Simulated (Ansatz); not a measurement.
A run on C$_{3}$H$_{6}$Ge (`C#[C][GeH2][CH3]`) with other settings.

```yaml
crystal:
  periodic: [false, false, false]
  atoms:
    - {symbol: C, position_ang: [0.964439, 2.082333, -1.348445]}
    - {symbol: C, position_ang: [0.258915, 1.321866, -0.734123]}
    - {symbol: Ge, position_ang: [-0.831675, 0.098435, 0.238360]}
    - {symbol: C, position_ang: [0.213784, -1.490434, 0.655577]}
    - {symbol: H, position_ang: [1.585494, 2.757044, -1.891613]}
    - {symbol: H, position_ang: [-1.306591, 0.807967, 1.516550]}
    - {symbol: H, position_ang: [-2.046814, -0.244869, -0.638187]}
    - {symbol: H, position_ang: [-0.393929, -2.204806, 1.212316]}
    - {symbol: H, position_ang: [1.080631, -1.217777, 1.257820]}
    - {symbol: H, position_ang: [0.558946, -1.960960, -0.265253]}
basis:
  gaussian: {orbitals: "6-31G*"}
hamiltonian: {xc: {name: r2SCAN50}}
output: {forces: true}
```

```sh
$ ansatz run in.yaml --threads 4 --pin off --events-out ev --progress --plain --max-ram 10444MiB
```

Output, abridged:

```
Functional definition: r2SCAN50
932 factors; integrals over basis functions are off by at most 4.9e-4 eV
mean field evaluation 1: about -59709.7326 eV, gradient 3.8e1 eV
mean field evaluation 2: about -59711.2112 eV, gradient 2.9e1 eV
mean field evaluation 4: about -59713.1040 eV, gradient 2.1e0 eV
mean field evaluation 8: about -59713.3817 eV, gradient 1.4e-1 eV
mean field evaluation 16: about -59713.3818 eV, gradient 3.0e-5 eV
mean field -59713.38183764 eV, -2194.4263073494 hartree, gradient 3.2e-5 eV, S^2 0.000000; 0 other end points of the search recorded, 0 dependent functions left out
reference -59713.38184357 eV, -2194.4263075673 hartree; 28, 28 occupied and 64, 64 virtual orbitals, 932 factors
Total energy: -59713.38184357 eV, -2194.4263075673 hartree
Atom 0 at     0.964439     2.082333    -1.348445 Å, force    -0.197632    -0.208074     0.170346 eV/Å
Atom 1 at     0.258915     1.321866    -0.734123 Å, force     0.132029     0.140427    -0.114715 eV/Å
Atom 2 at    -0.831675     0.098435     0.238360 Å, force     0.163570     0.048527    -0.079739 eV/Å
Atom 3 at     0.213784    -1.490434     0.655577 Å, force    -0.044409     0.039632    -0.004071 eV/Å
Atom 4 at     1.585494     2.757044    -1.891613 Å, force    -0.125213    -0.134218     0.108435 eV/Å
Atom 5 at    -1.306591     0.807967     1.516550 Å, force     0.047535    -0.090676    -0.150231 eV/Å
Atom 6 at    -2.046814    -0.244869    -0.638187 Å, force     0.137859     0.037665     0.112431 eV/Å
Atom 7 at    -0.393929    -2.204806     1.212316 Å, force     0.128067     0.133781    -0.109099 eV/Å
Atom 8 at     1.080631    -1.217777     1.257820 Å, force    -0.173865    -0.059002    -0.121439 eV/Å
Atom 9 at     0.558946    -1.960960    -0.265253 Å, force    -0.067941     0.091938     0.188081 eV/Å
Dipole moment:     0.078416    -0.133860     0.038441 e Å
```

It took 2.6 s on 4 threads of an Arm Neoverse V1 on a shared host, with 0.41 GiB of host memory at the peak.
